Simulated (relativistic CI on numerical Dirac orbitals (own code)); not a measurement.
## Zeeman pattern of In⁺ 7182.89 Å at 0.1 T

Problem. The line 5s 6s 3S_1 – 5s 6p 3P°_1 of In⁺ lies at 7182.89 Å (air; NIST Handbook). Calculate its Zeeman pattern at B = 0.1 T, seen across the field, in LS coupling, and compare it with the Doppler width at an assumed gas temperature of 3000 K.

Working.
1. Landé factors g = 3/2 + [S(S + 1) − L(L + 1)]/[2J(J + 1)]: lower 2.0000, upper 1.5000.
2. The unit is μB B/hc = 0.46686 × 0.1 = 0.0467 cm⁻¹, or 24.1 mÅ at this wavelength. A component is shifted by g_u m_u − g_l m_l units. Seen across the field, the strengths for lower J and m are m² (π) and ¼(J − m)(J + m + 1) (σ).
3. π components (Δm = 0), symmetric about zero, as shift (strength, strongest of all = 100): ±0.500 (100).
4. σ components with Δm = +1, mirrored for −1: 1.500 (50), 2.000 (50).
5. The centre of the σ group lies at ḡ = 1.750 units, 42.2 mÅ from the line centre.
6. The Doppler width is 7.16 × 10⁻⁷ λ √(T/M) = 26.3 mÅ (FWHM, M = 115), so the sum of Gaussians shows separate peaks away from the centre.

Check. A relativistic CI calculation gives g = 2.0004 and 1.4946 for the two levels. The nearest fine-structure partner lies 179 cm⁻¹ away, 3841 Zeeman units, so the weak-field formulas hold; hyperfine structure, which matters at weak fields for isotopes with nuclear spin, is neglected.
